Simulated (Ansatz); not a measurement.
Ru₆⁺. The state is a doublet with charge 1. Geometry PBE-D4/def2-SVP.

| atom | x (Å) | y (Å) | z (Å) |
| --- | --- | --- | --- |
| Ru1 | 1.7440 | -0.0789 | -1.5623 |
| Ru2 | -1.4455 | 0.6724 | 1.0725 |
| Ru3 | 0.6952 | 1.6818 | -0.4881 |
| Ru4 | -0.4498 | -0.5613 | -1.0231 |
| Ru5 | -1.3998 | -1.6038 | 0.9358 |
| Ru6 | 0.8559 | -0.1103 | 1.0652 |

In the def2 sets Ru takes a core potential; there is no spin–orbit coupling. At PBE-D4/def2-SVP, BLYP-D4/def2-TZVP, r2SCAN-D4/def2-TZVP, PBE0-D4/def2-SVP and others the charge 1 doublet is spin-contaminated (final ⟨S²⟩ up to 5.73, 0.75 for a pure state). Another isomer (doublet) lies 0.44 eV lower at PBE0-D4/def2-SVP; other spin states weren't run for this one.

Q: Estimate the α-spin orbital energies around the gap (eV) in Ansatz with PBE-D4/def2-SVP, BLYP-D4/def2-TZVP, r2SCAN-D4/def2-TZVP, PBE0-D4/def2-SVP, PBE0-D4/def2-TZVP.

A: 
```csv
orbital,PBE-D4/def2-SVP,BLYP-D4/def2-TZVP,r2SCAN-D4/def2-TZVP,PBE0-D4/def2-SVP,PBE0-D4/def2-TZVP
HOMO−9,-9.75,-9.53,-9.98,-11.05,-10.98
HOMO−8,-9.52,-9.30,-9.85,-10.99,-10.93
HOMO−7,-9.34,-9.14,-9.60,-10.63,-10.57
HOMO−6,-9.27,-9.07,-9.40,-10.60,-10.54
HOMO−5,-9.04,-8.84,-9.22,-10.04,-9.98
HOMO−4,-8.98,-8.78,-8.98,-9.76,-9.69
HOMO−3,-8.90,-8.71,-8.84,-9.60,-9.54
HOMO−2,-8.63,-8.45,-8.65,-9.49,-9.43
HOMO−1,-8.53,-8.36,-8.57,-9.46,-9.39
HOMO,-8.40,-8.22,-8.41,-9.33,-9.27
LUMO,-7.95,-7.81,-7.68,-7.05,-6.99
LUMO+1,-7.89,-7.73,-7.57,-6.70,-6.64
LUMO+2,-7.73,-7.56,-7.38,-6.58,-6.51
LUMO+3,-7.67,-7.53,-7.32,-6.50,-6.43
LUMO+4,-7.53,-7.39,-7.22,-6.40,-6.33
LUMO+5,-7.50,-7.34,-7.07,-6.20,-6.13
β HOMO,-8.42,-8.25,-8.38,-9.25,-9.18
β LUMO,-8.00,-7.83,-7.73,-7.02,-6.96
```
